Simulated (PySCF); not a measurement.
## Correlation energy of S²⁺ (sulfur, charge +2)

[Ne] 3s2 3p2, high-spin 3P determinant. Calculation: PySCF 2.14, in dyall-av2z (13s9p2d, 50 functions); no relativity, point nucleus. Frozen: [Ne]; 4 electrons correlated; the 16 highest virtual orbitals of each spin left out.

```tsv
level	correlation energy (mhartree)
CCSD	-77.09
(T)	-0.99
CCSD(T)	-78.08
CCSDT	-78.40
```

Diagnostics: T1 = 0.0073, D1 = 0.0197, largest double amplitude 0.107.

Question: Is a single reference adequate?

Answer: Mostly. T1 lies below 0.03, but a double amplitude of this size points to a near-degeneracy that CCSD handles and MP2 describes poorly.
